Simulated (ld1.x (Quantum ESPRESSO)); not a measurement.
An all-electron radial function and its pseudo partner (germanium (Ge))

Columns: radius, all-electron u(r) and pseudo u(r) of the 3d shell (level -31.35 eV) of germanium in the configuration [Ar] 3d10 4s2 4p1.75; PBE, scalar-relativistic, PAW scheme, ld1.x (Quantum ESPRESSO) 7.5.

```json
{"r (bohr)": "0.128", "all-electron": "0.2721", "pseudo": "0.0288"}
{"r (bohr)": "0.255", "all-electron": "0.7781", "pseudo": "0.1941"}
{"r (bohr)": "0.382", "all-electron": "1.0765", "pseudo": "0.5001"}
{"r (bohr)": "0.510", "all-electron": "1.1521", "pseudo": "0.8156"}
{"r (bohr)": "0.638", "all-electron": "1.0951", "pseudo": "0.9852"}
{"r (bohr)": "0.765", "all-electron": "0.9824", "pseudo": "0.9700"}
{"r (bohr)": "0.893", "all-electron": "0.8533", "pseudo": "0.8536"}
{"r (bohr)": "1.020", "all-electron": "0.7290", "pseudo": "0.7290"}
{"r (bohr)": "1.148", "all-electron": "0.6154", "pseudo": "0.6154"}
{"r (bohr)": "1.275", "all-electron": "0.5167", "pseudo": "0.5167"}
{"r (bohr)": "1.402", "all-electron": "0.4321", "pseudo": "0.4321"}
{"r (bohr)": "1.530", "all-electron": "0.3599", "pseudo": "0.3599"}
{"r (bohr)": "1.658", "all-electron": "0.2993", "pseudo": "0.2993"}
{"r (bohr)": "1.785", "all-electron": "0.2490", "pseudo": "0.2490"}
{"r (bohr)": "1.912", "all-electron": "0.2069", "pseudo": "0.2069"}
{"r (bohr)": "2.040", "all-electron": "0.1716", "pseudo": "0.1716"}
{"r (bohr)": "2.168", "all-electron": "0.1422", "pseudo": "0.1422"}
{"r (bohr)": "2.295", "all-electron": "0.1179", "pseudo": "0.1179"}
{"r (bohr)": "2.422", "all-electron": "0.0978", "pseudo": "0.0978"}
{"r (bohr)": "2.550", "all-electron": "0.0809", "pseudo": "0.0809"}
{"r (bohr)": "2.678", "all-electron": "0.0669", "pseudo": "0.0669"}
{"r (bohr)": "2.805", "all-electron": "0.0554", "pseudo": "0.0554"}
{"r (bohr)": "2.932", "all-electron": "0.0458", "pseudo": "0.0458"}
{"r (bohr)": "3.060", "all-electron": "0.0379", "pseudo": "0.0379"}
{"r (bohr)": "3.188", "all-electron": "0.0313", "pseudo": "0.0313"}
{"r (bohr)": "3.315", "all-electron": "0.0258", "pseudo": "0.0258"}
```

**Question.** How many radial nodes do the two functions have?

**Answer.** The all-electron 3d function has n − l − 1 = 0; the pseudo-wave has 0.

**Question.** At about which radius was the pseudo-wave matched?

**Answer.** 0.95 bohr, where the columns begin to agree (steps of 0.13 bohr).

**Question.** Is the pseudo-wave norm-conserving?

**Answer.** No, it belongs to a PAW set: the norm inside the radius is not constrained, and the difference is carried by the augmentation charge.
